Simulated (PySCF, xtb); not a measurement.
C2H7BeNS, SMILES C[N](C)[Be][SH].

GFN2-xTB run with xtb at its own geometry gives an orbital gap of 4.92 eV and a dipole moment of 3.34 D.

Coordinates come from a r2SCAN-D4/def2-SVP optimisation. The structure was generated by enumeration; whether it is a known compound was not checked. The values are those of a single conformer.

Problem. What does r2SCAN/def2-TZVP run with PySCF give? (The exact figures need the calculation; the answer reports its results.)

Solution. gap 5.03 eV (levels -5.41 and -0.38 eV), dipole 1.87 D.
